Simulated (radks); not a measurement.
Valence configurations of Zn (all share [Ar]). All-electron calculation, scalar-relativistic Kohn-Sham, r2SCAN, spin-polarised, spherical densities, finite nucleus; open shells are filled with parallel spins first; meta-GGA in the generalised Kohn-Sham scheme; Fermi nuclear charge, rms radius 3.9283 fm. Program: a radial shooting solver on a logarithmic mesh with Libxc functionals. Energies are relative to 3d10 4s2; eigenvalues in eV for spin up.

| valence | E (eV) | moment (Bohr magnetons) | e(3d) | e(4p) | e(4s) |
|---|---|---|---|---|---|
| 3d10 4s2 | 0.000 | 0 | -10.461 | - | -6.220 |
| 3d10 4s1 4p1 | 4.149 | 2 | -12.351 | -2.608 | -8.351 |
| 3d9.5 4s2 4p0.5 | 5.395 | 1 | -14.845 | -2.052 | -7.868 |
| 3d9.5 4s1.5 4p1 | 7.783 | 2 | -15.721 | -2.814 | -8.890 |
| 3d9.5 4s1 4p1.5 | 9.512 | 3 | -16.388 | -3.388 | -9.692 |
| 3d10 4p2 | 9.860 | 2 | -14.259 | -3.396 | - |
| 3d9 4s2 4p1 | 12.085 | 2 | -19.298 | -2.988 | -9.380 |
| 3d9 4s1 4p2 | 16.149 | 4 | -20.615 | -4.133 | -10.980 |
| 3d8.5 4s2 4p1.5 | 20.157 | 3 | -23.875 | -3.844 | -10.803 |
| 3d8 4s2 4p2 | 29.665 | 4 | -28.591 | -4.658 | -12.162 |

NIST lists [Ar] 3d10 4s2 as the ground configuration; this level of theory agrees among the configurations tried. The energies are those of spherical high-spin densities, not of single terms.
